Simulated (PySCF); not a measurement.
# A ladder of Hamiltonians for Br²⁵⁺ (bromine, charge +25)

Occupied: 1s1/2, 2s1/2, 2p1/2, 2p3/2. Hartree-Fock calculated with PySCF 2.14 in an uncontracted even-tempered set (20 s from 2.5 bohr⁻², ratio 2.3; 14 p from 3 bohr⁻², ratio 2.3), Gaussian nucleus throughout. NR is non-relativistic, sf-X2C the spin-free one-electron X2C Hamiltonian, X2C adds the bare one-electron spin-orbit term, X2C-SNSO screens it by Boettger's factors, DC is four-component Dirac-Coulomb, and the Gaunt and Breit terms are added at first order (total energies over the DC spinors, levels after relaxing the spinors in that mean field). QED terms are absent. Levels marked empty are virtual spinors of this ion.

```json
{"Hamiltonian": "NR", "E (hartree)": "-2158.6561", "E − E(DC) (hartree)": "30.7216", "CPU seconds": "0.58"}
{"Hamiltonian": "sf-X2C", "E (hartree)": "-2188.8267", "E − E(DC) (hartree)": "0.5510", "CPU seconds": "0.33"}
{"Hamiltonian": "X2C", "E (hartree)": "-2188.9708", "E − E(DC) (hartree)": "0.4070", "CPU seconds": "0.43"}
{"Hamiltonian": "X2C-SNSO", "E (hartree)": "-2188.9545", "E − E(DC) (hartree)": "0.4232", "CPU seconds": "0.44"}
{"Hamiltonian": "DC", "E (hartree)": "-2189.3777", "E − E(DC) (hartree)": "0.0000", "CPU seconds": "20"}
{"Hamiltonian": "DC+Gaunt", "E (hartree)": "-2188.1207", "E − E(DC) (hartree)": "1.2571", "CPU seconds": "35"}
{"Hamiltonian": "DC+Breit", "E (hartree)": "-2188.2280", "E − E(DC) (hartree)": "1.1497", "CPU seconds": "100"}
```

| level (eV) | NR | sf-X2C | X2C | X2C-SNSO | DC | DC+Gaunt | DC+Breit |
| --- | --- | --- | --- | --- | --- | --- | --- |
| 1s1/2 | -14532.4 | -14762.5 | -14762.2 | -14762.2 | -14770.4 | -14749.6 | -14750.8 |
| 2s1/2 | -2898.1 | -2957.0 | -2956.9 | -2956.9 | -2957.8 | -2955.9 | -2956.0 |
| 2p1/2 | -2730.4 | -2748.2 | -2784.3 | -2782.1 | -2782.4 | -2779.1 | -2779.5 |
| 2p3/2 | -2730.4 | -2748.2 | -2731.0 | -2732.0 | -2732.6 | -2730.2 | -2730.6 |
| 3s1/2 (empty) | -1102.4 | -1118.8 | -1118.8 | -1118.8 | -1119.0 | -1118.5 | -1118.6 |
| 3p1/2 (empty) | -1050.2 | -1056.8 | -1065.1 | -1064.6 | -1064.7 | -1063.9 | -1064.0 |
| 3p3/2 (empty) | -1050.2 | -1056.8 | -1052.9 | -1053.1 | -1053.2 | -1052.7 | -1052.8 |

```json
{"interval (eV)": "2p3/2 − 2p1/2", "X2C": "53.28", "X2C-SNSO": "50.18", "DC": "49.85", "DC+Gaunt": "48.90", "DC+Breit": "48.90"}
{"interval (eV)": "3p3/2 − 3p1/2", "X2C": "12.26", "X2C-SNSO": "11.55", "DC": "11.49", "DC+Gaunt": "11.25", "DC+Breit": "11.25"}
```

Weight of the small component: 1s1/2 0.0161, 2s1/2 0.00333, 2p1/2 0.00328, 2p3/2 0.00321, 3s1/2 0.00116, 3p1/2 0.00114, 3p3/2 0.00112.

Koopmans' value for the highest occupied level at DC+Breit: 2730.6 eV, against an ionisation energy of 2731.4 ± 1.5 eV (semi-empirical (NIST evaluation); NIST Atomic Spectra Database, ionization energies); the former lacks relaxation, correlation, QED and recoil.

The whole ladder took 170 s of wall time on 1 thread of Neoverse-N1 (shared host), launched as `OMP_NUM_THREADS=1 python relrun2.py TASK.json OUT` (a driver that calls PySCF for each Hamiltonian).
